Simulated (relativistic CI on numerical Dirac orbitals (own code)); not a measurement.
Radial parameters of Mo XLII

Calculated at this level of theory: Dirac equation for one electron, model QED (radiative potential, 1s self-energy scaled to tabulated hydrogen-like ionisation energies) (own radial code, finite nucleus).

Slater integrals F^k, G^k are unscaled and averaged over j, outside the closed core (none); ζ comes from projecting the Hamiltonian with its Breit term on Σ l·s of the shell.

- 2p: ζ(2p) = 805090 cm⁻¹; <r>(2p) = 0.1166, <r^2>(2p) = 0.01639 (bohr units).
- 3p: ζ(3p) = 239000 cm⁻¹; <r>(3p) = 0.2927, <r^2>(3p) = 0.09893 (bohr units).
- 3d: ζ(3d) = 45643 cm⁻¹; <r>(3d) = 0.2481, <r^2>(3d) = 0.07042 (bohr units).

Averages of the first 10 configurations, taken without configuration mixing, which lowers the lowest level and can move excited configurations by several eV; other configurations of the list can lie among them:

| Configuration | Parity | States | Average energy above the lowest level (eV) |
| --- | --- | --- | --- |
| 1s | even | 2 | 0.0 |
| 2s | even | 2 | 18389.8 |
| 2p | odd | 6 | 18486.8 |
| 3s | even | 2 | 21840.8 |
| 3p | odd | 6 | 21869.6 |
| 3d | even | 10 | 21892.9 |
| 4s | even | 2 | 23042.7 |
| 4p | odd | 6 | 23054.8 |
| 4d | even | 10 | 23064.6 |
| 4f | odd | 14 | 23068.7 |
